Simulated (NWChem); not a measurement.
Molecule: AgNH$_{3}$Cl; SMILES [Ag](<-[NH3])[Cl]

def2 effective core potentials on Ag; no spin-orbit coupling.

Give the equilibrium geometry at PBE0/def2-SVP with def2 effective core potentials on Ag (NWChem) as a list of bonds and angles, with the point group.

point group C3v; any orientation.
Bonded distances (Å): Ag1–Cl2 2.281, Ag1–N3 2.170, N3–H4 1.020, N3–H5 1.020, N3–H6 1.020. Angles (°): Cl2–Ag1–N3 179.9, Ag1–N3–H4 111.9, Ag1–N3–H5 112.1, Ag1–N3–H6 111.8, H4–N3–H5 106.9, H4–N3–H6 106.9, H5–N3–H6 106.9.
